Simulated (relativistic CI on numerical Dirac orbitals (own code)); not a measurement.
## Hyperfine structure of Hg21+, mass number 199

Computed by Dirac-Coulomb-Breit CI, KLI orbitals optimised for each configuration, model QED (radiative potential, 1s self-energy scaled to tabulated hydrogen-like ionisation energies), unscaled Slater integrals (own radial code, finite nucleus).

Configurations in the expansion (outside the closed core [Ar] 3d10 4p6): 4s2 4d10 4f13, 4s2 4d10 4f12 5s, 4s2 4d10 4f11 5s2, 4s2 4d10 4f12 5p, 4s2 4d10 4f11 5s 5p, 4s2 4d10 4f11 5p2, 4s2 4d9 4f14, 4s2 4d10 4f11 5s 5d, 4s2 4d10 4f12 5d, 4s2 4d9 4f12 5s2, 4s2 4d10 4f12 6s, 4s2 4d9 4f13 5s, 4s2 4d10 4f12 5g, 4s2 4d10 4f12 6d, 4s2 4d9 4f13 5p, 4s 4d10 4f14. Levels of other configurations are missing.

Nuclear spin I = 1/2, μ = 0.5039 μN (tables of Stone and Pyykkö). The electronic factors are computed for point nuclear moments, without core polarisation or the Bohr-Weisskopf and QED corrections.

```json
{"Level": "4s2 4d10 4f13 2F°_7/2", "E (cm⁻¹)": "0", "A (GHz)": "2.524"}
{"Level": "4s2 4d10 4f13 2F°_5/2", "E (cm⁻¹)": "34312", "A (GHz)": "4.703"}
{"Level": "4s2 4d10 4f12 5s 4H_13/2", "E (cm⁻¹)": "268284", "A (GHz)": "44.19"}
{"Level": "4s2 4d10 4f12 5s 4H_11/2", "E (cm⁻¹)": "277927", "A (GHz)": "-32.49"}
{"Level": "4s2 4d10 4f12 5s 4F_9/2", "E (cm⁻¹)": "281525", "A (GHz)": "62.2"}
{"Level": "4s2 4d10 4f12 5s 4H_9/2", "E (cm⁻¹)": "304111", "A (GHz)": "-29.12"}
{"Level": "4s2 4d10 4f12 5s 2H_11/2", "E (cm⁻¹)": "306856", "A (GHz)": "46.06"}
{"Level": "4s2 4d10 4f12 5s 4F_3/2", "E (cm⁻¹)": "310540", "A (GHz)": "-104.5"}
```

Levels with J = 0, under 50 % of one LS term, or S terms without an open s electron are left out. Small factors come from cancelling terms and can be off by tens of per cent or more.

At this charge transitions that keep the count of f electrons are usually good to a few per cent. Terms inside the open d or f shell come out 10 to 20 % too wide with unscaled integrals. Levels that differ in their count of f electrons can be misplaced by several ten thousand cm⁻¹, since the correlation energy of f electrons is missing or only estimated; rates across such gaps can be off by orders of magnitude.

Question: Give the hyperfine levels of 4s2 4d10 4f13 2F°_7/2 relative to its centre of gravity.

Answer: With K = F(F + 1) − I(I + 1) − J(J + 1), E = AK/2: F = 3: -5.679, F = 4: 4.417 GHz.

LS names give the leading component of a level, which can be under half, so a name can repeat, a term be missing and a line seem to break the LS rules.
